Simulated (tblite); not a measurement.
Computed values, GFN2-xTB/tblite, gas phase, harmonic and unscaled. The method is semi-empirical: single wavenumbers can be off by several per cent or more. One conformer each. Open shells enter through the occupations alone, without spin polarisation, and single modes of such species can be off by tens of per cent. Thermal functions are those of the rigid rotor and harmonic oscillator, without mixing of conformers.

**Question.** Order these by their zero-point energy, highest first (kcal/mol).
A. `C[S@@](=O)[C@@H]1CC[CH]S1` [radical]
B. `C=[C]CC(F)(F)F` [radical]
C. `C[C@H](C=[O+])OC(F)(F)F` [radical]
D. `CC(=[O+])COC(F)(F)F` [radical]
E. `C[CH]C(F)=C(F)F` [radical]
F. `C[C@@H]([O-])C[C@H](C)C(F)=C(F)F`

**Answer.** F (97.7), A (80.7), D (55.1), C (54.4), E (43.6), B (42.7).

```csv
SMILES,atoms,mass (u),symmetry number,modes under 300 cm⁻¹,ZPE (kcal/mol),S translation (cal/(mol K)),S rotation,S vibration,S spin,S,Cp
C[C@@H]([O-])C[C@H](C)C(F)=C(F)F,21,167.07,1,10,97.7,41.3,30.8,38.8,0.0,110.8,46.2
C[S@@](=O)[C@@H]1CC[CH]S1,17,149.01,1,7,80.7,40.9,29.1,27.4,1.4,98.8,36.7
CC(=[O+])COC(F)(F)F,14,142.02,1,6,55.1,40.8,29.0,28.9,1.4,100.0,35.4
C[C@H](C=[O+])OC(F)(F)F,14,142.02,1,6,54.4,40.8,29.1,28.8,1.4,100.1,35.6
C[CH]C(F)=C(F)F,11,109.03,1,6,43.6,40.0,27.8,19.1,1.4,88.2,28.0
C=[C]CC(F)(F)F,11,109.03,1,4,42.7,40.0,27.3,18.9,1.4,87.6,27.8
```

Entropies and Cp are for 298.15 K and 1 bar.
